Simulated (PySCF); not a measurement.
Functional benchmark on one molecule

Molecule: `C(P(C=C)(=O)C=C)=C`, C₆H₉OP.

Molfile (atoms numbered from 1):
```
C6H9OP
     RDKit          3D

 17 16  0  0  0  0  0  0  0  0999 V2000
   -1.9385   -2.0672    0.7832 C   0  0  0  0  0  0  0  0  0  0  0  0
   -1.0043   -1.6185   -0.0567 C   0  0  0  0  0  0  0  0  0  0  0  0
   -0.2966    0.0173    0.2487 P   0  0  0  0  0  5  0  0  0  0  0  0
   -0.8826    0.7051    1.4464 O   0  0  0  0  0  0  0  0  0  0  0  0
   -0.5292    0.9347   -1.2918 C   0  0  0  0  0  0  0  0  0  0  0  0
   -1.1823    2.0968   -1.2425 C   0  0  0  0  0  0  0  0  0  0  0  0
    1.4868   -0.2560    0.3691 C   0  0  0  0  0  0  0  0  0  0  0  0
    2.1225    0.1642    1.4639 C   0  0  0  0  0  0  0  0  0  0  0  0
   -2.4081   -3.0477    0.6605 H   0  0  0  0  0  0  0  0  0  0  0  0
   -2.2542   -1.4414    1.6252 H   0  0  0  0  0  0  0  0  0  0  0  0
   -0.6598   -2.2099   -0.9131 H   0  0  0  0  0  0  0  0  0  0  0  0
   -0.1320    0.5307   -2.2304 H   0  0  0  0  0  0  0  0  0  0  0  0
   -1.3565    2.7040   -2.1359 H   0  0  0  0  0  0  0  0  0  0  0  0
   -1.5595    2.4654   -0.2823 H   0  0  0  0  0  0  0  0  0  0  0  0
    2.0135   -0.7584   -0.4509 H   0  0  0  0  0  0  0  0  0  0  0  0
    3.2002    0.0271    1.5947 H   0  0  0  0  0  0  0  0  0  0  0  0
    1.5605    0.6615    2.2620 H   0  0  0  0  0  0  0  0  0  0  0  0
  1  2  2  0
  2  3  1  0
  3  4  2  0
  3  5  1  0
  5  6  2  0
  3  7  1  0
  7  8  2  0
  1  9  1  0
  1 10  1  0
  2 11  1  0
  5 12  1  0
  6 13  1  0
  6 14  1  0
  7 15  1  0
  8 16  1  0
  8 17  1  0
M  END
```

Geometry PBE0-D3(BJ)/def2-SVP throughout; GIAO in PySCF 2.14, gas phase, one conformer, non-relativistic; equivalent atoms averaged; basis pcSseg-1.

Reference values (measured; solution; Yu. Yu. Rusakov, I. L. Rusakova, Phys. Chem. Chem. Phys. 2023, supporting information (pecS-n basis sets for 31P)): δ(P3) = 17.7 ppm vs 85 % H3PO4. Computed shifts are taken against H3PO4, calculated as an isolated molecule at each level.

How do the functionals PBE, BLYP, BP86, OPBE, KT2, mPW1PW91 perform against the reference? Times are CPU seconds on 1 thread of an Arm Neoverse V1, shared host; the GGAs took longer than the global hybrids here, which isn't the general rule, and the cause wasn't traced.

Results:


```
functional           kind     P3  abs. error P  core-s
       PBE            GGA  -10.9          28.6      37
      BLYP            GGA   -8.1          25.8      37
      BP86            GGA   -9.5          27.2      37
      OPBE            GGA  -10.7          28.4      38
       KT2            GGA  -12.6          30.3      36
  mPW1PW91  global hybrid  -10.9          28.6      22
```

For $^{31}$P the closest is BLYP (25.8 ppm) and the furthest KT2 (30.3 ppm). One molecule is a small sample, and vibrational and solvent effects are absent from the calculation.
